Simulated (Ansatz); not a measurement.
CuCl, closed-shell singlet (the spin of the measured ground state), most abundant isotopes (62.9296 and 34.9689 u). Constants from fifth-degree fits in 1/R to seven points on the lowest solution found; no spin–orbit coupling, no relativity up to Kr; ω_e x_e and α_e move by some per cent with the fit.

Correlated levels freeze the inner cores; with def2 sets outer-core shells near the valence are correlated too. CBS(a, b) extrapolates the correlation energy as X⁻³ and adds the Hartree–Fock energy of set b.

Codes used: Ansatz (Gaussian basis) for Hartree–Fock, density functionals and correlated methods. Each number belongs to the level named beside it.

| level | r_e (Å) | ω_e (cm⁻¹) | ω_e x_e (cm⁻¹) | α_e (cm⁻¹) |
|---|---|---|---|---|
| PBE/def2-TZVPP | 2.0659 | 403.2 | 1.64 | 0.00103 |
| CCSD(T)/CBS(def2-TZVPP, def2-QZVPP) | 2.0523 | 409.6 | 1.54 | 0.00115 |

D_e from total energies of the atoms and the molecule: 3.73 eV at PBE/def2-TZVPP; 3.88 eV at CCSD(T)/CBS(def2-TZVPP, def2-QZVPP).

Task: Derive the rotational constants, the centrifugal constant, the fundamental, the zero-point energy and the force constant, and test the Morse rule for the well depth.

Result: 
μ = 22.47815 u.
- PBE/def2-TZVPP: B_e = 16.8576/(μ r_e²) = 0.17572 cm⁻¹; B₀ = B_e − α_e/2 = 0.17521 cm⁻¹; D = 4B_e³/ω_e² = 1.34e-07 cm⁻¹; fundamental ω_e − 2ω_e x_e = 400 cm⁻¹; zero-point energy ω_e/2 − ω_e x_e/4 = 201 cm⁻¹; k = μ(2πcω_e)² = 215 N/m; the line J = 1 ← 0 at 2B₀ = 10.51 GHz; a Morse well would hold ω_e²/(4ω_e x_e) = 3.07 eV against the computed D_e of 3.73 eV
- CCSD(T)/CBS(def2-TZVPP, def2-QZVPP): B_e = 16.8576/(μ r_e²) = 0.17806 cm⁻¹; B₀ = B_e − α_e/2 = 0.17749 cm⁻¹; D = 4B_e³/ω_e² = 1.35e-07 cm⁻¹; fundamental ω_e − 2ω_e x_e = 406 cm⁻¹; zero-point energy ω_e/2 − ω_e x_e/4 = 204 cm⁻¹; k = μ(2πcω_e)² = 222 N/m; the line J = 1 ← 0 at 2B₀ = 10.64 GHz; a Morse well would hold ω_e²/(4ω_e x_e) = 3.37 eV against the computed D_e of 3.88 eV

Measured for the ground state: r_e 2.0512 Å [microwave values compiled in ACS Omega 2, 8373 (2017)].

Ansatz is a quantum-chemistry and plane-wave program.
